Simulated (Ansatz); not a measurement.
A nudged elastic band was laid between two geometries of AlClF$_{3}$H$_{5}$NOTa (13 atoms, charge 0, multiplicity 1).

Method: Ansatz 0.2.0, RHF/def2-SVP.

```yaml
movable_images: 5
climbing_image: yes
spring: 5.0 eV/Å²
optimiser: quadratic models (default)
start_path: straight line
force_threshold: 0.05 eV/Å
iteration_limit: 60
end_points: relaxed
```

First end point:

```xyz
13
Properties=species:S:1:pos:R:3
Ta 0.500 -0.241 -0.067
N 2.181 0.729 -0.125
H 2.725 0.956 0.690
H 2.560 1.146 -0.958
F 0.770 -0.507 1.778
F 0.399 -0.089 -1.942
F -0.810 1.058 0.208
Cl -1.531 -1.993 -0.053
O 1.269 -2.175 -0.362
Al 0.072 -3.622 -0.380
H -0.026 -4.228 -1.828
H 0.254 -4.496 0.914
H 2.200 -2.304 -0.491
```

Last end point:

```xyz
13
Properties=species:S:1:pos:R:3
Ta -0.135 -0.526 0.063
N 2.035 0.074 -0.586
H 2.684 -0.022 0.181
H 2.022 1.046 -0.856
F 0.675 -0.369 1.772
F -0.371 -0.447 -1.818
F -0.238 1.381 0.053
Cl -2.339 -0.929 0.714
O 0.479 -2.304 -0.077
Al 0.968 -3.941 -0.195
H 2.446 -4.191 -0.678
H -0.048 -5.076 0.176
H 2.384 -0.463 -1.365
```

Task: What changes between the two ends?

Result: Bonds broken: Cl8–Al10, O9–H13. Bonds formed: N2–H13.

Task: Give the energies along the band, and the barrier.

Result: The run converged. The highest image is number 2 of 0 to 6, 35.5 kcal/mol above the first end and 43.9 kcal/mol above the last; the last end lies 8.4 kcal/mol below the first. Neighbouring images differ by up to 1.6 eV, so the band resolves the path poorly. The order of the point at the top wasn't checked. The orbitals stay closed-shell, which can raise the energy where a bond breaks towards radicals; this wasn't checked here.

| image | path coordinate (Å) | energy (kcal/mol) | Cl8–Al10 (Å) | O9–H13 (Å) | N2–H13 (Å) |
| --- | --- | --- | --- | --- | --- |
| 0 | 0.00 | 0.0 | 2.31 | 0.95 | 3.05 |
| 1 | 1.31 | 9.6 | 2.56 | 0.95 | 2.38 |
| 2 | 2.62 | 35.5 | 3.55 | 1.15 | 1.36 |
| 3 | 3.55 | -2.2 | 3.91 | 2.15 | 1.01 |
| 4 | 4.48 | -7.4 | 4.34 | 2.74 | 1.01 |
| 5 | 5.41 | -8.1 | 4.51 | 2.83 | 1.01 |
| 6 | 6.34 | -8.4 | 4.56 | 2.95 | 1.01 |

Task: What is the geometry of the highest image?

Result: 
```xyz
13
Properties=species:S:1:pos:R:3:forces:R:3
Ta 0.051 -0.236 0.038 -0.02 0.01 0.01
N 2.147 0.031 -0.320 0.03 0.02 -0.01
H 2.728 0.347 0.440 -0.02 -0.03 0.02
H 2.425 0.497 -1.168 -0.02 -0.02 -0.01
F 0.546 -0.307 1.854 0.01 0.01 0.00
F -0.078 0.022 -1.825 0.00 0.00 -0.01
F -0.579 1.499 0.305 -0.01 0.01 0.00
Cl -1.908 -1.550 0.208 0.00 0.00 0.00
O 1.050 -2.048 -0.286 0.00 -0.05 -0.01
Al 0.787 -3.761 -0.444 0.01 0.01 0.01
H 1.241 -4.405 -1.801 -0.01 0.00 0.00
H 0.228 -4.547 0.788 0.00 0.00 0.00
H 1.926 -1.307 -0.405 0.01 0.04 0.00
```

Run time: 2.5 min on 4 threads of Intel(R) Xeon(R) 6975P-C (Granite Rapids), with other jobs on the host, peak memory 0.54 GiB.
